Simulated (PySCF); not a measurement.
A calculated (wB97M-V, PySCF 2.14, x2c-TZVPPall with one added diffuse shell each of s, p, d type, the spin-free X2C one-electron Hamiltonian (Gaussian nucleus)) atom or ion has these occupied shells.

```
shell  electrons  orbital energy (eV)  rms radius, mean of both spins (bohr)
 1s α          1              -2123.1                                  0.120
 1s β          1              -2122.8                                  0.120
 2s α          1              -195.67                                  0.563
 2s β          1              -195.39                                  0.563
 2p α          3              -143.43                                  0.542
 2p β          3              -142.94                                  0.542
 3s α          1              -28.208                                   1.97
 3s β          1              -25.829                                   1.97
 3p α          2              -18.176                                   2.31
```

Problem. Name the element and its charge.

Solution. P⁺ (phosphorus, charge +1), in [Ne] 3s2 3p2, high-spin 3P determinant.
